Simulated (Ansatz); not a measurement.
Consider the substitution at a C–B bond: `CCB(S)S` + HBr → `CCBr` + `SBS`.

Gas-phase electronic energies from Ansatz, PBE0-D4/def2-TZVP geometries. CCSD(T)/CBS is the MP2 limit (def2-TZVPP, def2-QZVPP) plus CCSD(T) − MP2 in def2-TZVPP, frozen cores. DFT in def2-TZVPP. B3LYP here is the variant with VWN-RPA as its local correlation; programs differ in this. HSE06 is defined as in plane-wave codes. For Br outer-core shells are correlated without core-valence functions, which leaves a few kJ/mol of doubt a bond. Scalar relativity is left out up to krypton. One conformer a species, not always the lowest.

```json
{"level": "CAM-B3LYP-D4", "ΔE (kJ/mol)": "42.5", "difference from CCSD(T)/CBS": "0.0"}
{"level": "revPBE", "ΔE (kJ/mol)": "29.1", "difference from CCSD(T)/CBS": "-13.4"}
{"level": "B3LYP", "ΔE (kJ/mol)": "30.6", "difference from CCSD(T)/CBS": "-11.9"}
{"level": "HSE06", "ΔE (kJ/mol)": "38.0", "difference from CCSD(T)/CBS": "-4.5"}
{"level": "CAM-B3LYP", "ΔE (kJ/mol)": "37.1", "difference from CCSD(T)/CBS": "-5.4"}
{"level": "LC-ωPBE", "ΔE (kJ/mol)": "44.4", "difference from CCSD(T)/CBS": "1.9"}
{"level": "HF/def2-SVP", "ΔE (kJ/mol)": "42.9", "difference from CCSD(T)/CBS": "0.4"}
{"level": "CCSD/def2-SVP", "ΔE (kJ/mol)": "54.8", "difference from CCSD(T)/CBS": "12.3"}
{"level": "CCSD(T)/def2-TZVPP", "ΔE (kJ/mol)": "42.5", "difference from CCSD(T)/CBS": "0.0"}
{"level": "HF/CBS(def2)", "ΔE (kJ/mol)": "29.6", "difference from CCSD(T)/CBS": "-12.9"}
{"level": "CCSD(T)/CBS", "ΔE (kJ/mol)": "42.5", "difference from CCSD(T)/CBS": "0"}
```

What do rigid-rotor, harmonic-oscillator terms from PBE0-D4/def2-TZVP frequencies (298.15 K, 1 bar) make of the CCSD(T)/CBS value? (An estimate is asked.)

Ansatz gave: ΔZPE = +7.5 kJ/mol, ΔH = +46.8 kJ/mol, ΔS = 15 J/(mol·K), ΔG = +42.2 kJ/mol. Modes under 50 cm⁻¹ make the entropy rough.

Largest T1 diagnostic among the species: 0.014.

The D4 term adds +8.7 kJ/mol with B3LYP and +5.1 kJ/mol with PBE0; it sums over pairs of atoms, weighted by their polarisabilities, and B3LYP, whose exchange is more repulsive, gets the larger term. From BLYP to BHLYP (50 % exact exchange), in def2-TZVPP and without D4, ΔE moves by +8.7 kJ/mol.
